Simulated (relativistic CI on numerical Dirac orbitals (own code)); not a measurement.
Line list: Electric-dipole lines, Pt²⁸⁺

These numbers are calculated, not measured: Dirac-Coulomb-Breit CI, separate exchange-only KLI orbitals for each configuration, QED by a radiative potential, unscaled Slater integrals (own radial code, finite nucleus).

Configuration list (outside the closed core [Ar] 3d10): 4s²4p⁶4d¹⁰4f⁴, 4s²4p⁶4d¹⁰4f³5s, 4s²4p⁶4d⁹4f⁵, 4s²4p⁶4d¹⁰4f²5s², 4s²4p⁶4d¹⁰4f³5p, 4s²4p⁶4d¹⁰4f²5s5p, 4s²4p⁵4d¹⁰4f⁵, 4s²4p⁶4d¹⁰4f³5d, 4s²4p⁶4d¹⁰4f²5p², 4s²4p⁶4d¹⁰4f²5s5d, 4s²4p⁶4d⁹4f⁴5s, 4s²4p⁶4d⁹4f³5s², 4s4p⁶4d¹⁰4f⁵, 4s²4p⁶4d¹⁰4f²5p5d, 4s²4p⁶4d¹⁰4f³5f, 4s²4p⁶4d¹⁰4f³6s, 4s²4p⁶4d¹⁰4f²5d², 4s²4p⁶4d¹⁰4f³5g, 4s²4p⁶4d¹⁰4f³6d. Levels of other configurations are missing.

```tsv
λ vac (Å)	Lower	Upper	A (s⁻¹)	E lower (eV)	E upper (eV)
148.99	4s²4p⁶4d¹⁰4f³5s ⁵I°4 [108]	4s²4p⁶4d¹⁰4f³5p ⁵H3 [336]	8.26e+10	148.721	231.939
149.15	4s²4p⁶4d¹⁰4f³5s ⁵I°4 [108]	4s²4p⁶4d¹⁰4f³5p ⁵I5 [334]	3.83e+10	148.721	231.849
149.44	4s²4p⁶4d¹⁰4f³5s ⁵I°5 [109]	4s²4p⁶4d¹⁰4f³5p ³K6 [351]	9.22e+10	149.780	232.749
150.09	4s²4p⁶4d¹⁰4f³5s ⁵I°4 [108]	4s²4p⁶4d¹⁰4f³5p ⁵I4 [325]	6.70e+10	148.721	231.328
150.22	4s²4p⁶4d¹⁰4f³5s ⁵I°6 [110]	4s²4p⁶4d¹⁰4f³5p ³I5 [399]	2.29e+10	152.962	235.498
151.02	4s²4p⁶4d¹⁰4f³5s ³I°5 [111]	4s²4p⁶4d¹⁰4f³5p ³I5 [399]	6.36e+10	153.400	235.498
151.07	4s²4p⁶4d¹⁰4f³5s ⁵I°5 [109]	4s²4p⁶4d¹⁰4f³5p ⁵I5 [334]	5.54e+10	149.780	231.849
255.07	4s²4p⁶4d¹⁰4f³5s ⁵I°8 [121]	4s²4p⁶4d¹⁰4f³5p ⁵H7 [207]	1.28e+10	157.815	206.423
256.15	4s²4p⁶4d¹⁰4f³5s ⁵I°8 [121]	4s²4p⁶4d¹⁰4f³5p ³K8 [206]	8.02e+09	157.815	206.218
256.28	4s²4p⁶4d¹⁰4f³5s ⁵I°7 [114]	4s²4p⁶4d¹⁰4f³5p ⁵H6 [197]	1.23e+10	155.595	203.973
256.96	4s²4p⁶4d¹⁰4f³5s ³L°7 [166]	4s²4p⁶4d¹⁰4f³5p ¹L8 [252]	9.51e+09	168.401	216.651
256.98	4s²4p⁶4d¹⁰4f³5s ³H°6 [132]	4s²4p⁶4d¹⁰4f³5p ³I6 [216]	7.18e+09	161.193	209.439
257.20	4s²4p⁶4d¹⁰4f³5s ³I°7 [161]	4s²4p⁶4d¹⁰4f³5p ³H6 [244]	1.14e+10	167.468	215.674
257.32	4s²4p⁶4d¹⁰4f³5s ⁵F°5 [129]	4s²4p⁶4d¹⁰4f³5p ⁵D4 [215]	1.10e+10	160.820	209.002
257.63	4s²4p⁶4d¹⁰4f³5s ⁵I°7 [114]	4s²4p⁶4d¹⁰4f³5p ⁵K7 [196]	7.68e+09	155.595	203.720
257.80	4s²4p⁶4d¹⁰4f³5s ³L°9 [163]	4s²4p⁶4d¹⁰4f³5p ³L9 [249]	8.80e+09	168.032	216.125
258.20	4s²4p⁶4d¹⁰4f³5s ⁵G°6 [153]	4s²4p⁶4d¹⁰4f³5p ⁵F5 [236]	1.17e+10	165.895	213.914
258.25	4s²4p⁶4d¹⁰4f³5s ⁵I°6 [110]	4s²4p⁶4d¹⁰4f³5p ⁵I5 [193]	1.16e+10	152.962	200.972
258.42	4s²4p⁶4d¹⁰4f³5s ³H°6 [148]	4s²4p⁶4d¹⁰4f³5p ³I6 [231]	7.49e+09	164.211	212.189
258.54	4s²4p⁶4d¹⁰4f³5s ³H°4 [170]	4s²4p⁶4d¹⁰4f³5p ³I5 [253]	1.13e+10	169.016	216.970
258.56	4s²4p⁶4d¹⁰4f³5s ³K°8 [141]	4s²4p⁶4d¹⁰4f³5p ³M8 [226]	7.84e+09	163.065	211.017
258.93	4s²4p⁶4d¹⁰4f³5s ³G°5 [155]	4s²4p⁶4d¹⁰4f³5p ³F4 [238]	1.30e+10	166.429	214.312
258.96	4s²4p⁶4d¹⁰4f³5s ³H°6 [148]	4s²4p⁶4d¹⁰4f³5p ³G5 [230]	1.12e+10	164.211	212.089
259.40	4s²4p⁶4d¹⁰4f³5s ⁵I°5 [109]	4s²4p⁶4d¹⁰4f³5p ³H4 [191]	1.19e+10	149.780	197.578
259.43	4s²4p⁶4d¹⁰4f³5s ³H°6 [176]	4s²4p⁶4d¹⁰4f³5p ³G5 [258]	1.27e+10	171.627	219.418
259.62	4s²4p⁶4d¹⁰4f³5s ³K°6 [131]	4s²4p⁶4d¹⁰4f³5p ³L7 [213]	8.40e+09	161.013	208.770
259.68	4s²4p⁶4d¹⁰4f³5s ¹H°5 [177]	4s²4p⁶4d¹⁰4f³5p ³I6 [260]	1.11e+10	172.280	220.024
259.79	4s²4p⁶4d¹⁰4f³5s ³G°5 [116]	4s²4p⁶4d¹⁰4f³5p ³H4 [199]	1.17e+10	156.674	204.399
260.30	4s²4p⁶4d¹⁰4f³5s ³H°4 [157]	4s²4p⁶4d¹⁰4f³5p ³I5 [239]	1.05e+10	166.963	214.594
260.47	4s²4p⁶4d¹⁰4f³5s ⁵I°4 [108]	4s²4p⁶4d¹⁰4f³5p ⁵K5 [190]	1.14e+10	148.721	196.322
260.48	4s²4p⁶4d¹⁰4f³5s ⁵I°6 [110]	4s²4p⁶4d¹⁰4f³5p ⁵K6 [192]	7.12e+09	152.962	200.561
260.72	4s²4p⁶4d¹⁰4f³5s ³I°5 [149]	4s²4p⁶4d¹⁰4f³5p ³I6 [231]	9.96e+09	164.635	212.189
260.73	4s²4p⁶4d¹⁰4f³5s ³K°7 [133]	4s²4p⁶4d¹⁰4f³5p ³L7 [213]	7.39e+09	161.217	208.770
260.76	4s²4p⁶4d¹⁰4f³5s ³H°4 [115]	4s²4p⁶4d¹⁰4f³5p ³I5 [198]	1.03e+10	156.611	204.158
261.11	4s²4p⁶4d¹⁰4f³5s ³G°5 [116]	4s²4p⁶4d¹⁰4f³5p ³I5 [198]	6.91e+09	156.674	204.158
261.26	4s²4p⁶4d¹⁰4f³5s ³L°7 [146]	4s²4p⁶4d¹⁰4f³5p ³I7 [227]	6.20e+09	163.599	211.056
261.47	4s²4p⁶4d¹⁰4f³5s ³L°7 [146]	4s²4p⁶4d¹⁰4f³5p ³M8 [226]	1.03e+10	163.599	211.017
261.79	4s²4p⁶4d¹⁰4f³5s ¹H°5 [134]	4s²4p⁶4d¹⁰4f³5p ³I6 [216]	8.17e+09	162.079	209.439
262.39	4s²4p⁶4d¹⁰4f³5s ¹I°6 [164]	4s²4p⁶4d¹⁰4f³5p ³K7 [242]	7.89e+09	168.148	215.400
262.90	4s²4p⁶4d¹⁰4f³5s ³I°5 [111]	4s²4p⁶4d¹⁰4f³5p ⁵K6 [192]	9.62e+09	153.400	200.561
263.00	4s²4p⁶4d¹⁰4f³5s ¹L°8 [169]	4s²4p⁶4d¹⁰4f³5p ³L9 [249]	7.87e+09	168.983	216.125
263.29	4s²4p⁶4d¹⁰4f³5s ³G°5 [158]	4s²4p⁶4d¹⁰4f³5p ³H6 [237]	9.04e+09	167.021	214.112
264.53	4s²4p⁶4d¹⁰4f³5s ³I°6 [117]	4s²4p⁶4d¹⁰4f³5p ⁵K7 [196]	9.41e+09	156.850	203.720
265.42	4s²4p⁶4d¹⁰4f³5s ³I°7 [127]	4s²4p⁶4d¹⁰4f³5p ³K8 [206]	9.83e+09	159.505	206.218
266.39	4s²4p⁶4d¹⁰4f³5s ⁵I°5 [109]	4s²4p⁶4d¹⁰4f³5p ⁵K5 [190]	6.35e+09	149.780	196.322
```

Terms are leading LS components. Brackets give the number of a level in order of energy, since labels repeat. The list gives strong lines, with weight on those to low levels, without lines whose two gauges differ by over a factor of 2.5, among the lowest 400 of 9784 levels, so that lines to higher ones, which can be the strongest, are missing. Levels whose partners in the same complex of configurations lie outside the list can be far off, and so can their lines. Rates are taken at the computed energies, electric ones in the length gauge.

At this charge energies of transitions that change n are usually good to better than 1 %, and those within a shell (Δn = 0) to a few per cent. Terms inside the open d or f shell come out 10 to 20 % too wide with unscaled integrals.

LS names give the leading component of a level, which can be under half, so a name can repeat, a term be missing and a line seem to break the LS rules.
